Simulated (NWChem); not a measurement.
Molecule: selenium dioxide (SeO$_{2}$); SMILES O=[Se]=O

```xyz
3

O      1.3711     0.0000    -0.6039
Se     0.0000     0.0000     0.2658
O     -1.3711     0.0000    -0.6039
```
Atoms are numbered in this order, from 1.

Level: B3LYP/6-31G* (spherical d) (NWChem), optimised geometry, unscaled harmonic frequencies. This build's default masses of Se (78.918 u) and Br (79.917 u) are each other's, which moves their modes by up to 0.6 %. B3LYP is NWChem's, with the RPA form of VWN correlation.

**Question.** List the harmonic frequencies with IR intensities, and the thermochemistry.

**Answer.** 
```json
[
 {"frequency (cm⁻¹)": "362", "IR intensity (km/mol)": "25.2"},
 {"frequency (cm⁻¹)": "943", "IR intensity (km/mol)": "9.7"},
 {"frequency (cm⁻¹)": "999", "IR intensity (km/mol)": "84.5"}
]
```

```json
{
  "zero_point_energy": "3.3 kcal/mol",
  "thermal correction to the enthalpy at 298.15 K (with zero-point energy)": "5.9 kcal/mol",
  "heat capacity Cv": "8.3 cal/(mol K)",
  "entropy at 298.15 K and 1 atm (symmetry number 2)": "62.8 cal/(mol K)",
  "dipole_moment": "2.67 D"
}
```

Rigid rotor and harmonic oscillator.
